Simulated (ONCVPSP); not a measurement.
Before and after: ONCV potential for Zn (Z = 30)

Zn, optimised norm-conserving Vanderbilt (ONCV), made with ONCVPSP 4.0.1 (PBE, scalar-relativistic). Core [Ar] 3d10, reference 4s1.5 4p0.5. Waves: 4s: rc 2.05 bohr, ncon 3, nbas 7, qcut 4.1 1/bohr, local; 4p: rc 2.20 bohr, ncon 4, nbas 9, qcut 3.9 1/bohr, 3 projectors, debl 1.9 Ha; d scattering state at 0.21 Ha: rc 2.20 bohr, ncon 3, nbas 7, qcut 3.8 1/bohr, 2 projectors, debl 1.2 Ha. Local part: the s channel. Core correction: Teter function, fcfact 2.5, rcfact 1.35.

Change: d: debl 0.4.

Cutoffs: the cutoffs (Ha) at which the residual kinetic energy of the hardest occupied pseudo-wave falls to 1 and 0.1 mHa per electron; they do not see the model core or the augmentation charge, which bear on the density cutoff. Errors are all-electron minus pseudo energies relative to the spin-unpolarised reference configuration.

Question: Predict the effect on cutoff, ghosts and configuration errors.

Answer: The potential gets neither clearly harder nor softer (6.0 Ha and 7.6 Ha → 6.0 Ha and 7.6 Ha); a bound ghost appears in d, which as a rule spoils a file; the lowest positive-energy flag moves from d at 13.4 eV to p at 127.9 eV; the errors of the 4 common tests hardly move; the range in which the d phases agree widens (upper end 0.3 → 1.9).

| quantity | base | changed |
| --- | --- | --- |
| cutoff, loose | 6.0 Ha | 6.0 Ha |
| cutoff, tight | 7.6 Ha | 7.6 Ha |
| bound ghosts | none | d |
| GHOST(+) flags under 300 eV | d at 13.4 eV, p at 127.9 eV | p at 127.9 eV |
| error for 4s2 4p0, meV [ΔE -2.49 eV] | -3.2 | -3.2 |
| error for 4s1 4p0, meV [ΔE 7.40 eV] | -20 | -20 |
| error for 4s1.5 4p0, meV [ΔE 1.45 eV] | +2.2 | +2.2 |
| error for 4s1 4p1, meV [ΔE 2.60 eV] | -1.8 | -1.8 |
| s: phases at 2.08 bohr within 0.05 rad from the reference energy up to (Ha; the scan ends near 5) | 2.0 | 2.0 |
| p: phases at 2.23 bohr within 0.05 rad from the reference energy up to (Ha; the scan ends near 5) | 4.6 | 4.6 |
| d: phases at 2.23 bohr within 0.05 rad from the reference energy up to (Ha; the scan ends near 5) | 0.3 | 1.9 |
| rms error of d²Exc/dni dnj with the model core, mHa | 4.55 | 4.55 |

Base: The cutoffs count occupied waves only; projector 2 of the d channel, the hardest unoccupied one, needs 73 Ha at the loose tolerance. Changed file: The cutoffs count occupied waves only; projector 3 of the p channel, the hardest unoccupied one, needs 31 Ha at the loose tolerance. A true bound ghost makes a file unfit for plane-wave use even where its test errors are small: the radial tests pick states by their node count and pass the ghost by.
